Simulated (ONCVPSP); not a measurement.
Potentials for iron compared

Generated with ld1.x 7.5 (TM, RRKJ, ultrasoft, PAW), atompaw 4.2 or ONCVPSP 4.0.1. The cutoff is in Ry: for ld1.x and atompaw files where the sum of valence levels is converged to 10 mRy in a Bessel basis, for ONCV files where the hardest occupied wave has 1 mHa per electron of residual kinetic energy. The error is the largest all-electron minus pseudo excitation energy over each file’s own four to seven test configurations (ionisations up to +4, promotions, holes and added fractions of an electron), all of which were solved. The labels leave out finer settings (local radius, basis sizes, second energies), which also bear on the numbers. Spin-polarised tests are not counted. The rows are a selection from randomly drawn settings: files with unsolved tests, undetermined cutoffs or missed reference levels are left out.

A true bound ghost makes a file unfit for plane-wave use even where its test errors are small: the radial tests pick states by their node count and pass the ghost by.

| potential | cutoff (Ry) | largest error (meV) | bound ghosts |
| --- | --- | --- | --- |
| ONCV, PBE, scalar-relativistic, rc 2.05/1.65/1.20/1.85 (spdf), local smoothed, core correction no, reference 3d6 4s0.5, qcut 3.3/3.9/11.2/5.9, projectors 2/1/2/2 | 121 | -482 | s |
| ONCV, LDA (Perdew-Wang 92), fully relativistic, rc 1.60/1.10/1.55/1.30 (spdf), local smoothed, core correction yes, reference 3s2 3p6 3d6 4s2, qcut 5.9/11.6/11.5/8.9, projectors 2/2/2/2 | 92 | +17 | none |
| ONCV, LDA (Perdew-Zunger), fully relativistic, rc 1.60/1.05/1.65 (spd), local smoothed, core correction yes, reference 3s2 3p6 3d6 4s2, qcut 8.6/16.6/8.5, projectors 3/2/3 | 121 | +52 | none |
| ONCV, PBE, scalar-relativistic, rc 1.55/1.10/1.65 (spd), local smoothed, core correction no, reference 3s2 3p6 3d6 4s2, qcut 9.4/10.6/10.7, projectors 2/1/2 | 82 | -365 | none |
| ONCV, LDA (Perdew-Wang 92), scalar-relativistic, rc 1.05/1.05/1.05 (spd), local d, core correction yes, reference 3s2 3p6 3d6 4s1.75, qcut 10.1/14.3/11.9, projectors 2/2/0 | 126 | -0.6 | s |

**Question.** Fill in the row for Fe: ONCV, PBE, scalar-relativistic, rc 1.55/1.35/1.40 (spd), local smoothed, core correction yes, reference 3s2 3p6 3d6 4s2, qcut 7/11.9/10.7, projectors 3/2/2.

**Answer.** cutoff 99 Ry, largest error +5.1 meV, bound ghosts: none.

**Question.** Fill in the row for Fe: ONCV, PBEsol, scalar-relativistic, rc 1.85/1.70/1.00 (spd), local d, core correction yes, reference 3d6 4s2, qcut 2.8/4.9/12.9, projectors 2/1/0.

**Answer.** cutoff 150 Ry, largest error -264 meV, bound ghosts: s, p.
